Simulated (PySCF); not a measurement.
Task: Give a PBE0-D3(BJ)/def2-SVP geometry of `COC(=O)C(C)C`.

Result: 
```
atom  x, y, z in Å
C1     2.7258   -0.6143    0.1205
O2     1.3678   -0.4963    0.5023
C3     0.6077    0.2883   -0.2745
O4     1.0408    0.8725   -1.2332
C5    -0.8263    0.3195    0.2099
C6    -1.6252    1.3707   -0.5413
C7    -1.4451   -1.0763    0.1067
H8     2.8141   -0.9835   -0.9119
H9     3.2363    0.3587    0.1811
H10    3.1838   -1.3242    0.8193
H11   -0.7745    0.5832    1.2811
H12   -2.6530    1.4232   -0.1525
H13   -1.6710    1.1305   -1.6139
H14   -1.1669    2.3655   -0.4497
H15   -1.4891   -1.4067   -0.9434
H16   -0.8621   -1.8130    0.6764
H17   -2.4730   -1.0688    0.4991
```

Any rigid rotation of these coordinates is as good. Atoms count from 1 in this order. The C–O distances run from 1.203 Å (C3=O4, drawn double) to 1.416 Å (C1–O2, drawn single), a spread of 0.213 Å. Of the pairs four or more bonds apart, O4···H8 is among the closest relative to their van der Waals radii: 2.59 Å, 95 % of the sum of Bondi's values.

Bonds between heavy atoms (Å): C1–O2 1.416, O2–C3 1.340, C3=O4 1.203, C3–C5 1.514, C5–C6 1.519, C5–C7 1.530.

The calculation used PBE0-D3(BJ)/def2-SVP geometry optimisation, gas phase (PySCF).

Point group: C1 (no symmetry element, even within 0.4 Å). Whether it is a minimum is left open (no frequencies). The numbers are those of one conformer (C1–O2–C3–O4 -1°, O2–C3–C5–C6 171°).
